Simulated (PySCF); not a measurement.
# ¹⁷O chemical shifts

One computed conformer, averaged over atoms made equivalent by symmetry, fast rotation or ring inversion, non-relativistic Hamiltonian, isolated molecule. NMR shieldings at PBE0/pcSseg-1/GIAO; GFN2-xTB structure; PySCF.

Shieldings were converted by a linear fit to measured shifts: ¹⁷O (scatter 10.7 ppm rms, 12.2 ppm with the 3 outliers that the fit left out vs liquid water, solution or neat liquid). A few per cent of atoms miss by over 2 rms, more outside the fitted compound classes.

**Question.** Give the ¹⁷O shifts of `CC[Si@@](O)(C[SiH3])SC`, `COc1nnc(C2CC2)o1`, `C#CP1(=O)CCOCC1`, `CC[P@H](=O)c1ccco1`, `C#C[P@@]1(=O)C=C1[SiH3]`.

**Answer.** 
```json
{"compound": "CC[Si@@](O)(C[SiH3])SC", "environment": "oxygen bonded to Si, H", "δ (ppm)": "9.5"}
{"compound": "[CH3:1][O:2][c:3]1[n:4][n:5][c:6]([CH:7]2[CH2:8][CH2:9]2)[o:10]1", "environment": "O10: aromatic ring oxygen", "δ (ppm)": "219.8"}
{"compound": "[CH3:1][O:2][c:3]1[n:4][n:5][c:6]([CH:7]2[CH2:8][CH2:9]2)[o:10]1", "environment": "O2: ether oxygen", "δ (ppm)": "49.6"}
{"compound": "[CH:1]#[C:2][P:3]1(=[O:4])[CH2:5][CH2:6][O:7][CH2:8][CH2:9]1", "environment": "O4: P=O oxygen", "δ (ppm)": "65.0"}
{"compound": "[CH:1]#[C:2][P:3]1(=[O:4])[CH2:5][CH2:6][O:7][CH2:8][CH2:9]1", "environment": "O7: ether oxygen", "δ (ppm)": "9.2"}
{"compound": "[CH3:1][CH2:2][P@H:3](=[O:4])[c:5]1[cH:6][cH:7][cH:8][o:9]1", "environment": "O9: aromatic ring oxygen", "δ (ppm)": "234.7"}
{"compound": "[CH3:1][CH2:2][P@H:3](=[O:4])[c:5]1[cH:6][cH:7][cH:8][o:9]1", "environment": "O4: P=O oxygen", "δ (ppm)": "5.0"}
{"compound": "C#C[P@@]1(=O)C=C1[SiH3]", "environment": "P=O oxygen", "δ (ppm)": "36.6"}
```

**Question.** Match the shifts 583.7, 86.6, 30.1 ppm to `C[P@@H](=O)c1ccncc1`, `CC(=O)C(F)F`, `COc1nccpc1C`.

**Answer.** 583.7: CC(=O)C(F)F (ketone oxygen); 86.6: COc1nccpc1C (ether oxygen); 30.1: C[P@@H](=O)c1ccncc1 (P=O oxygen).
